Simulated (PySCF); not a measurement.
SMILES CC(C)C[SiH2]C=O, GFN2-xTB optimised geometry.

```
19

C     -0.33    -1.90    -1.21
C      0.20    -1.13     0.00
C      1.72    -1.13     0.00
C     -0.36     0.29     0.00
Si     0.10     1.34     1.52
C     -1.15     2.80     1.62
O     -2.11     2.93     0.90
H      0.00    -1.42    -2.13
H     -1.42    -1.93    -1.21
H      0.03    -2.93    -1.21
H     -0.15    -1.64     0.91
H      2.10    -0.60    -0.87
H      2.11    -0.66     0.90
H      2.10    -2.15    -0.04
H     -0.02     0.80    -0.91
H     -1.45     0.25    -0.07
H      1.43     1.95     1.45
H     -0.04     0.60     2.78
H     -0.96     3.56     2.40
```

Density from B3LYP/def2-SVP run with PySCF at that geometry.

Minimum of the electron density along straight lines between bonded atoms, close to the bond critical point (lines longer than 1.1 times the sum of covalent radii, or with two minima, are not listed):

```json
[
 {"bond": "C1–C2", "length / Å": "1.528", "ρ at the minimum / e bohr⁻³": "0.246", "∇²ρ there / e bohr⁻⁵": "-0.57", "position (fraction from the first atom)": "0.50"},
 {"bond": "C2–C3", "length / Å": "1.525", "ρ at the minimum / e bohr⁻³": "0.247", "∇²ρ there / e bohr⁻⁵": "-0.57", "position (fraction from the first atom)": "0.50"},
 {"bond": "C2–C4", "length / Å": "1.532", "ρ at the minimum / e bohr⁻³": "0.241", "∇²ρ there / e bohr⁻⁵": "-0.54", "position (fraction from the first atom)": "0.50"},
 {"bond": "C4–Si5", "length / Å": "1.896", "ρ at the minimum / e bohr⁻³": "0.114", "∇²ρ there / e bohr⁻⁵": "0.31", "position (fraction from the first atom)": "0.62"},
 {"bond": "Si5–C6", "length / Å": "1.921", "ρ at the minimum / e bohr⁻³": "0.111", "∇²ρ there / e bohr⁻⁵": "0.29", "position (fraction from the first atom)": "0.38"},
 {"bond": "C6–O7", "length / Å": "1.205", "ρ at the minimum / e bohr⁻³": "[?]", "∇²ρ there / e bohr⁻⁵": "0.54", "position (fraction from the first atom)": "0.33"},
 {"bond": "C1–H8", "length / Å": "1.088", "ρ at the minimum / e bohr⁻³": "0.276", "∇²ρ there / e bohr⁻⁵": "-1.01", "position (fraction from the first atom)": "0.62"},
 {"bond": "C1–H9", "length / Å": "1.088", "ρ at the minimum / e bohr⁻³": "0.277", "∇²ρ there / e bohr⁻⁵": "-1.01", "position (fraction from the first atom)": "0.62"},
 {"bond": "C1–H10", "length / Å": "1.088", "ρ at the minimum / e bohr⁻³": "0.277", "∇²ρ there / e bohr⁻⁵": "-1.01", "position (fraction from the first atom)": "0.62"},
 {"bond": "C2–H11", "length / Å": "1.096", "ρ at the minimum / e bohr⁻³": "0.277", "∇²ρ there / e bohr⁻⁵": "-0.99", "position (fraction from the first atom)": "0.62"},
 {"bond": "C3–H12", "length / Å": "1.088", "ρ at the minimum / e bohr⁻³": "0.277", "∇²ρ there / e bohr⁻⁵": "-1.01", "position (fraction from the first atom)": "0.62"},
 {"bond": "C3–H13", "length / Å": "1.087", "ρ at the minimum / e bohr⁻³": "0.277", "∇²ρ there / e bohr⁻⁵": "-1.00", "position (fraction from the first atom)": "0.62"},
 {"bond": "C3–H14", "length / Å": "1.088", "ρ at the minimum / e bohr⁻³": "0.277", "∇²ρ there / e bohr⁻⁵": "-1.01", "position (fraction from the first atom)": "0.62"},
 {"bond": "C4–H15", "length / Å": "1.094", "ρ at the minimum / e bohr⁻³": "0.271", "∇²ρ there / e bohr⁻⁵": "-0.95", "position (fraction from the first atom)": "0.62"},
 {"bond": "C4–H16", "length / Å": "1.094", "ρ at the minimum / e bohr⁻³": "0.272", "∇²ρ there / e bohr⁻⁵": "-0.97", "position (fraction from the first atom)": "0.62"},
 {"bond": "Si5–H17", "length / Å": "1.468", "ρ at the minimum / e bohr⁻³": "0.116", "∇²ρ there / e bohr⁻⁵": "0.34", "position (fraction from the first atom)": "0.49"},
 {"bond": "Si5–H18", "length / Å": "1.468", "ρ at the minimum / e bohr⁻³": "0.116", "∇²ρ there / e bohr⁻⁵": "0.32", "position (fraction from the first atom)": "0.49"},
 {"bond": "C6–H19", "length / Å": "1.113", "ρ at the minimum / e bohr⁻³": "0.272", "∇²ρ there / e bohr⁻⁵": "-0.99", "position (fraction from the first atom)": "0.63"}
]
```

**Question.** Some entries are withheld; supply them.

**Answer.** 
- C6–O7, ρ at the minimum / e bohr⁻³: 0.409
